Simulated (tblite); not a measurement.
C4H11BGe2O.
Atom-mapped SMILES: `[CH:1]#[C:2][B:3]([OH:4])[C@H:5]([GeH3:6])[CH2:7][GeH3:8]` (hydrogens: H9 on C1; H10 on O4; H11 on C5; H12, H13, H14 on Ge6; H15, H16 on C7; H17, H18, H19 on Ge8)

Computed with GFN2-xTB (tblite), gas phase: L-BFGS steps from a force-field or distance-geometry start until the largest atomic force falls under 0.01 eV/Å.

Step 124: E = -633.0797 eV
```
atom  x, y, z in Å  |  force x, y, z in eV/Å
C1     -1.0216    3.1441   -0.2922    0.004  -0.068   0.006
C2     -0.9371    2.0188    0.1318   -0.025   0.108  -0.068
B3     -0.8767    0.5601    0.5729   -0.018   0.015  -0.041
O4     -1.3114    0.1137    1.7587   -0.008  -0.023   0.019
C5     -0.3402   -0.5660   -0.4051    0.016   0.002   0.016
Ge6    -1.3699   -2.2145   -0.0249   -0.039  -0.051   0.011
C7      1.1478   -0.8677   -0.1895   -0.003   0.008   0.010
Ge8     2.2791    0.7237   -0.4392   -0.029   0.010   0.029
H9     -1.0958    4.1254   -0.6701    0.020  -0.059   0.059
H10    -1.6355    0.7487    2.3989    0.005  -0.010  -0.019
H11    -0.4849   -0.2807   -1.4524    0.000   0.025   0.005
H12    -2.8555   -2.0361   -0.1249   -0.005   0.008   0.006
H13    -1.0684   -2.7737    1.3272    0.002   0.006   0.010
H14    -0.9954   -3.2914   -1.0085    0.001  -0.018  -0.004
H15     1.4731   -1.6475   -0.8885   -0.013   0.005   0.045
H16     1.3020   -1.2592    0.8200    0.004   0.010  -0.030
H17     3.7395    0.3927   -0.3833    0.039  -0.012  -0.025
H18     2.0022    1.3662   -1.7587    0.028   0.037  -0.010
H19     2.0390    1.7527    0.6206    0.021   0.007  -0.018
```

Step 125: E = -633.0804 eV
```
atom  x, y, z in Å  |  force x, y, z in eV/Å
C1     -1.0160    3.1441   -0.2907    0.007  -0.056  -0.008
C2     -0.9334    2.0182    0.1307   -0.027   0.046  -0.027
B3     -0.8786    0.5591    0.5725   -0.038   0.003  -0.011
O4     -1.3184    0.1097    1.7571    0.000   0.020  -0.027
C5     -0.3413   -0.5673   -0.4043    0.025   0.011   0.019
Ge6    -1.3685   -2.2158   -0.0234   -0.055  -0.072   0.010
C7      1.1473   -0.8635   -0.1868   -0.009   0.004   0.003
Ge8     2.2776    0.7277   -0.4414   -0.016   0.013   0.034
H9     -1.0867    4.1237   -0.6711    0.017  -0.023   0.050
H10    -1.6463    0.7444    2.3960    0.013  -0.019  -0.022
H11    -0.4853   -0.2857   -1.4525   -0.004   0.036   0.003
H12    -2.8544   -2.0364   -0.1219    0.001   0.006   0.006
H13    -1.0674   -2.7792    1.3274    0.004   0.009   0.005
H14    -0.9959   -3.2904   -1.0112    0.000  -0.015   0.003
H15     1.4744   -1.6450   -0.8826   -0.008   0.001   0.043
H16     1.3009   -1.2507    0.8239    0.011   0.003  -0.017
H17     3.7370    0.3877   -0.3935    0.031  -0.004  -0.032
H18     1.9934    1.3729   -1.7586    0.034   0.033  -0.001
H19     2.0516    1.7557    0.6233    0.016   0.001  -0.028
```

Step 126: E = -633.0813 eV
```
atom  x, y, z in Å  |  force x, y, z in eV/Å
C1     -1.0076    3.1450   -0.2886    0.012  -0.069  -0.012
C2     -0.9347    2.0163    0.1263   -0.024   0.029  -0.007
B3     -0.8831    0.5571    0.5676   -0.035  -0.008  -0.019
O4     -1.3207    0.1056    1.7523   -0.019   0.050  -0.018
C5     -0.3443   -0.5699   -0.4073    0.017   0.007   0.009
Ge6    -1.3674   -2.2199   -0.0192   -0.051  -0.067   0.005
C7      1.1452   -0.8581   -0.1886   -0.012   0.000  -0.004
Ge8     2.2730    0.7340   -0.4424    0.003   0.010   0.031
H9     -1.0674    4.1250   -0.6673    0.008   0.010   0.039
H10    -1.6517    0.7400    2.3906    0.023  -0.033  -0.027
H11    -0.4891   -0.2947   -1.4572   -0.009   0.044   0.009
H12    -2.8535   -2.0392   -0.1148    0.001   0.002   0.004
H13    -1.0645   -2.7807    1.3325    0.007   0.008  -0.001
H14    -0.9964   -3.2942   -1.0084   -0.004  -0.015   0.011
H15     1.4766   -1.6404   -0.8808   -0.006  -0.005   0.027
H16     1.2990   -1.2426    0.8223    0.017  -0.002   0.010
H17     3.7306    0.3825   -0.3966    0.025   0.009  -0.039
H18     1.9895    1.3867   -1.7571    0.037   0.025   0.014
H19     2.0564    1.7568    0.6295    0.012   0.003  -0.033
```

Step 127: E = -633.0821 eV
```
atom  x, y, z in Å  |  force x, y, z in eV/Å
C1     -0.9960    3.1442   -0.2885    0.014  -0.050  -0.019
C2     -0.9358    2.0140    0.1231   -0.018   0.002   0.008
B3     -0.8888    0.5549    0.5632   -0.034  -0.027  -0.005
O4     -1.3272    0.1020    1.7474   -0.024   0.057  -0.028
C5     -0.3469   -0.5722   -0.4094   -0.002  -0.006   0.003
Ge6    -1.3666   -2.2248   -0.0154   -0.030  -0.039   0.002
C7      1.1432   -0.8535   -0.1903   -0.008  -0.001  -0.002
Ge8     2.2679    0.7404   -0.4431    0.030   0.004   0.010
H9     -1.0435    4.1253   -0.6644    0.001   0.032   0.030
H10    -1.6605    0.7355    2.3853    0.024  -0.031  -0.025
H11    -0.4923   -0.3005   -1.4603   -0.013   0.043   0.013
H12    -2.8523   -2.0423   -0.1060   -0.006  -0.004   0.001
H13    -1.0598   -2.7811    1.3376    0.008   0.005  -0.008
H14    -0.9962   -3.2984   -1.0057   -0.008  -0.019   0.017
H15     1.4786   -1.6360   -0.8797   -0.006  -0.012   0.007
H16     1.2989   -1.2366    0.8204    0.015  -0.003   0.030
H17     3.7253    0.3805   -0.4031    0.006   0.023  -0.042
H18     1.9830    1.4018   -1.7550    0.041   0.012   0.039
H19     2.0591    1.7560    0.6366    0.010   0.011  -0.032
```

Problem. Estimate the geometry and energy of step 128. (The exact step hangs on the optimiser's Hessian estimate; all steps are aligned on step 127, rigid shifts and turns removed.)

Solution. E = -633.0831 eV, largest force 0.070 eV/Å
```
atom  x, y, z in Å  |  force x, y, z in eV/Å
C1     -0.9797    3.1438   -0.2893    0.013  -0.029  -0.019
C2     -0.9347    2.0121    0.1194   -0.010  -0.038   0.018
B3     -0.8957    0.5518    0.5570   -0.025  -0.023  -0.009
O4     -1.3361    0.0995    1.7401   -0.025   0.043  -0.028
C5     -0.3511   -0.5762   -0.4128   -0.020  -0.019  -0.005
Ge6    -1.3659   -2.2327   -0.0112   -0.009   0.007   0.008
C7      1.1401   -0.8492   -0.1931   -0.001  -0.001   0.003
Ge8     2.2612    0.7486   -0.4426    0.043  -0.011  -0.007
H9     -1.0142    4.1273   -0.6591   -0.004   0.048   0.018
H10    -1.6680    0.7331    2.3779    0.014  -0.018  -0.010
H11    -0.4979   -0.3071   -1.4645   -0.013   0.033   0.022
H12    -2.8519   -2.0496   -0.0944   -0.006  -0.010  -0.003
H13    -1.0522   -2.7815    1.3438    0.007   0.001  -0.020
H14    -0.9966   -3.3061   -1.0013   -0.011  -0.026   0.018
H15     1.4808   -1.6311   -0.8805   -0.009  -0.010  -0.002
H16     1.2981   -1.2310    0.8179    0.010   0.001   0.030
H17     3.7179    0.3805   -0.4100   -0.005   0.035  -0.042
H18     1.9759    1.4210   -1.7503    0.041   0.001   0.057
H19     2.0602    1.7559    0.6458    0.009   0.016  -0.030
```

The energy changes by -0.0009 eV. The first-order estimate −F·Δx gives -0.0013 eV and the mean of the old and new forces, exact on a quadratic surface, -0.0009 eV. The step makes an angle of 82° with the force vector and moves no atom by more than 0.030 Å.

What follows is the cost of the whole relaxation. Time: 1.4 s. Hardware: an Arm Neoverse V2 with one thread (shared host).
